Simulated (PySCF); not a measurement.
**Ionisation energy of Cd⁺ by level of theory**

Cd⁺ [Kr] 4d10 5s1 (2S) → Cd²⁺ [Kr] 4d10 (1S), as a difference of total energies. All numbers are calculated (PySCF 2.14, scalar relativity through the core potential, in def2-QZVPPD with the def2 core potential (28 electrons)). Correlated levels: valence: 4s2 4p6 frozen; valence and next inner shell: nothing frozen outside the core potential. The calculations carry no spin-orbit coupling.

| method | ionisation energy (eV) | error (eV) |
| --- | --- | --- |
| UHF | 15.585 | -1.323 |
| LDA | 17.846 | +0.938 |
| PBE | 17.461 | +0.553 |
| PBE0 | 17.103 | +0.195 |
| r2SCAN | 17.258 | +0.350 |
| M06 | 16.932 | +0.024 |
| wB97M-V | 16.713 | -0.195 |
| PBEsol | 17.479 | +0.571 |
| B3LYP | 17.433 | +0.525 |
| MP2 (valence) | 16.828 | -0.080 |
| SCS-MP2 (valence) | 16.635 | -0.273 |
| MP2 (valence and next inner shell) | 16.976 | +0.068 |
| SCS-MP2 (valence and next inner shell) | 16.741 | -0.167 |

Reference: 16.908 eV (measured; NIST Atomic Spectra Database, ionization energies).

Errors of the correlated levels include the incompleteness of this basis and the frozen core.
